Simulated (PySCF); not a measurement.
## Identify the compound

An unknown has the formula C4H8FN3Si. Its calculated NMR data are:

$^{1}$H NMR (400 MHz, computed): δ 7.56 (m, 1H), 5.42 (sept, 1H), 0.68 (d, 6H).

$^{13}$C{$^{1}$H} NMR (computed): δ 174.6 (C), 126.7 (CH), -1.7 (CH3, 2C).

Computational details: shielding tensors at PBE0/pcSseg-1 (GIAO), geometry: GFN2-xTB, in PySCF 2.14.0 with density-fitted response routines (no solvent, no relativistic terms, averaged over atoms made equivalent by symmetry, fast rotation or ring inversion, a single conformation).

Shifts are taken against calculated references (same method and geometry level): $^{1}$H, $^{13}$C vs TMS.

Propose a structure and justify it.

Answers


1. Rings plus π bonds: 3 (1 ring in the answer).
2. 3 carbon signals for 4 carbons: some carbons are equivalent by symmetry or fast rotation.
3. Carbon types of the structure: 1 × C, 1 × CH, 2 × CH3, leaving 1 H on heteroatoms.
4. δC 174.6: aromatic carbon bearing fluorine; an ipso carbon deshielded by its heteroatom.
5. δC 126.7: aromatic CH next to a ring nitrogen.
6. δC -1.7: methyl carbon bonded to Si; an electropositive neighbour leaves it electron-rich and shielded.
7. δH 7.56: hydrogen on an aromatic CH next to a ring nitrogen; the ring current deshields protons in the ring plane.
8. δH 5.42: hydrogen on a silicon bonded to 2 C, N.
9. δH 0.68: hydrogen on a methyl carbon bonded to Si; an electropositive neighbour shields it, as in TMS itself.

These data were computed for SMILES C[SiH](C)n1ncc(F)n1.

The data come from this structure; uniqueness wasn't tested.

Splittings by $^{19}$F in the carbon and heteronuclear signals aren't shown, as no couplings were computed. Shifts are as computed. Against solution values, carbons near 30 ppm lie about +3 ppm off and those near 130 ppm about +5 ppm. Of 1211 compounds with measured shifts, 218 miss one by over three times the rms of a fit or turn the order of signals round; such compounds aren't used in these exercises. No couplings were computed; multiplicities are counted from neighbouring protons, with m where these are inequivalent, close in shift, in a saturated or five-membered ring or joined by F or P, and br s for small geminal =CH2 splittings.
